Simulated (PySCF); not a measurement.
Computed properties of Al(Me)(OH) (CH4AlO), SMILES [Al+]([OH])[CH3], charge +1

Al(Me)(OH) (CH4AlO), SMILES [CH3][Al+][OH], charge +1. The structure is a stationary point at TPSSh-D3(BJ)/def2-TZVP. The multiplicity is an assumed one; other spin states were not compared. The isomer is the one that the SMILES or the coordinates give; other isomers of the formula were not compared. Other conformers were not sampled. All values are computed for the isolated molecule unless a solvent is named; none is compared with measurement here.

**Structure.** The optimised structure has C3v symmetry. All 15 harmonic modes at TPSSh-D3(BJ)/def2-TZVP (PySCF) are real, so it is a minimum. With heavy atoms numbered as in [Al+:1]([CH3:2])[OH:6], the shortest bond between them is Al1–O6 at 1.603 Å and the longest Al1–C2 at 1.913 Å.

**Vibrations.** The strongest infrared lines (harmonic, unscaled, degenerate partners summed) lie at 3942 cm⁻¹ (465 km/mol, H 93 %), 116 cm⁻¹ (238 km/mol, Al 40 %, O 34 %, H 19 %), 197 cm⁻¹ (133 km/mol, H 86 %, Al 10 %). The softest mode is at 116 cm⁻¹ and the zero-point energy is 30.2 kcal/mol.

**Electronic structure.** M06-2X/def2-TZVPD (PySCF) places the frontier levels at -16.80 and -6.67 eV, a gap of 10.13 eV and a mean polarisability of 33.9 bohr³. PBE/def2-TZVPD (PySCF) at the same geometry gives -13.94 and -8.17 eV, so its gap is 4.36 eV narrower. An orbital gap is neither the optical nor the fundamental gap.

**Excitations.** TDDFT-M06-2X/def2-SVPD (PySCF) has S1 at 7.26 eV (171 nm, f = 0.018, weak); the most intense of the 10 singlets computed lies at 7.68 eV (f = 0.34). Strengths of degenerate partners are summed. T1 (TDA) is at 5.62 eV. TDDFT-PBE/def2-SVPD (PySCF) puts S1 at 6.06 eV. No vertical singlet excitation falls in the visible range (under 3.1 eV).

**NMR.** GIAO shifts at HF/pcSseg-2 (PySCF) (non-relativistic, atoms alike by connectivity averaged): ¹³C at -15.7 ppm against TMS; ¹H from 1.6 to 5.2 ppm against TMS.
